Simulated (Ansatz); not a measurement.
Relaxation of a periodic cell of 37 atoms, H6C5Cl6F20 (contents 5 CF4 + 6 HCl, density as packed 1.44 g/cm³ with natural masses), to a largest force component of 0.3 eV/Å in at most 15 steps.

Computed with DFT r2SCAN-D3(BJ), scalar-relativistic, plane waves, PAW (Ansatz 0.2.0). Settings: accuracy low, cutoff 500 eV, k mesh 1x1x1, fermi-dirac smearing 0.05 eV, no spin polarisation.

```xyz
37
Lattice="9.1298 0.0000 0.0000 0.0000 9.1298 0.0000 0.0000 0.0000 9.1298" Properties=species:S:1:pos:R:3
C 6.402 8.688 0.701
F 6.427 9.295 1.883
F 5.942 9.529 -0.220
F 7.632 8.303 0.375
F 5.607 7.624 0.765
C 3.854 5.456 3.947
F 4.748 4.640 4.494
F 3.456 6.347 4.850
F 4.403 6.087 2.914
F 2.807 4.751 3.530
C 4.635 9.051 6.013
F 5.523 9.780 6.681
F 4.072 8.174 6.837
F 3.699 9.848 5.507
F 5.246 8.403 5.026
C 9.032 2.137 1.954
F 7.704 2.087 1.905
F 9.516 0.909 2.109
F 9.497 2.658 0.823
F 9.409 2.895 2.979
C 0.117 8.839 6.269
F 0.524 8.973 7.527
F 0.340 7.594 5.861
F -1.183 9.104 6.193
F 0.788 9.686 5.494
Cl 1.866 3.442 6.628
H 2.526 4.441 6.175
Cl 5.562 4.572 8.707
H 6.288 4.381 7.670
Cl 9.099 6.452 3.520
H 9.149 5.785 4.611
Cl 4.169 2.176 2.161
H 3.644 3.065 1.403
Cl 9.032 6.089 9.585
H 9.189 6.068 8.315
Cl 6.478 6.455 6.443
H 5.644 5.603 5.977
```

Q: Where does it end, and by what steps?

A: The run converged. The threshold is loose, so the end isn't yet a minimum. The force dipped under the threshold on the way, but the program's further checks kept it going. Limits of this set-up: coarse k mesh, low accuracy level. After 15 steps the energy has fallen by 1.841 eV; H35 moved furthest, 1.35 Å.

```
step  energy less start (eV)  largest force component (eV/Å)  accepted
   0                  0.0000                           1.106       yes
   1                 -0.6699                           0.683       yes
   2                 -0.9914                           1.056       yes
   3                 -1.2155                           0.715       yes
   4                 -1.3478                           0.550       yes
   5                 -1.4374                           0.730       yes
   6                 -1.5393                           0.467       yes
   7                 -1.5961                           0.633       yes
   8                 -1.6836                           0.185       yes
   9                 -1.6836                           0.185       yes
  10                 -1.7320                           0.212       yes
  11                 -1.7689                           0.330       yes
  12                 -1.7909                           0.509       yes
  13                 -1.8142                           0.423       yes
  14                 -1.8410                           0.149       yes
  15                 -1.8410                           0.149       yes
```

```xyz
37
Lattice="9.1298 0.0000 0.0000 0.0000 9.1298 0.0000 0.0000 0.0000 9.1298" Properties=species:S:1:pos:R:3
C 6.484 8.565 0.748
F 6.291 8.732 2.047
F 5.908 9.549 0.081
F 7.785 8.563 0.495
F 5.961 7.407 0.371
C 3.603 5.844 3.598
F 4.511 5.071 4.204
F 3.061 6.651 4.497
F 4.201 6.555 2.662
F 2.670 5.081 3.063
C 4.699 9.184 5.901
F 5.428 10.188 6.360
F 4.552 8.268 6.849
F 3.508 9.632 5.535
F 5.309 8.639 4.856
C 9.011 2.231 1.982
F 7.749 2.413 1.634
F 9.146 1.060 2.577
F 9.777 2.261 0.894
F 9.387 3.194 2.810
C 0.384 9.014 6.514
F 0.897 9.616 7.576
F 0.931 7.812 6.387
F -0.926 8.891 6.667
F 0.635 9.732 5.433
Cl 2.040 3.853 6.520
H 3.064 3.992 7.309
Cl 4.771 4.102 8.846
H 5.588 4.730 8.051
Cl 8.614 6.878 3.427
H 9.122 6.034 4.247
Cl 3.607 1.737 2.470
H 2.853 2.281 1.580
Cl 9.242 5.488 9.176
H 9.811 4.871 8.194
Cl 6.978 5.668 6.532
H 6.192 5.602 5.515
```

Whether the end is a true minimum wasn't checked by a vibrational analysis.

The run took 2.7 min on 4 threads of Arm Neoverse V1 (shared host), peak memory 1.3 GiB.
